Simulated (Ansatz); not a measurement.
Consider the ligand exchange at the Si–C bond: `C[Si](F)(F)CO` + `N=C=O` → `C[Si](F)(F)N=C=O` + CH₃OH.

Program: Ansatz. Geometries: PBE0-D4/def2-TZVP. ΔE: electronic, gas phase. CCSD(T)/CBS is the MP2 limit (def2-TZVPP, def2-QZVPP) plus CCSD(T) − MP2 in def2-TZVPP, frozen cores. This one scheme is used for every species. DFT in def2-TZVPP. Each species was taken in one conformer, which may not be the lowest.

```
           species  ωB97X-V energy (Eh)
   `C[Si](F)(F)CO`           -644.38328
           `N=C=O`           -168.69765
`C[Si](F)(F)N=C=O`           -697.39221
             CH₃OH           -115.73250
```

Task: Work out ΔE.

Result: ΔE = (-697.39221) + (-115.73250) − (-644.38328) − (-168.69765) = -0.04378 Eh = -114.9 kJ/mol. CCSD(T)/CBS gives -119.1 kJ/mol.

Largest T1 diagnostic among the species: 0.018.

From BLYP to BHLYP (50 % exact exchange), in def2-TZVPP and without D4, ΔE moves by −17.6 kJ/mol. In def2-TZVPP, CCSD(T) changes the Hartree–Fock value by +25.0 kJ/mol (the triples alone add +3.6 kJ/mol) and MP2 by +20.4 kJ/mol. Leaving LDA and LC-ωPBE aside and taking each functional with its dispersion term where it has one, the values, not all of them listed here, spread over 25.3 kJ/mol, from BHLYP-D4 to revPBE-D4.
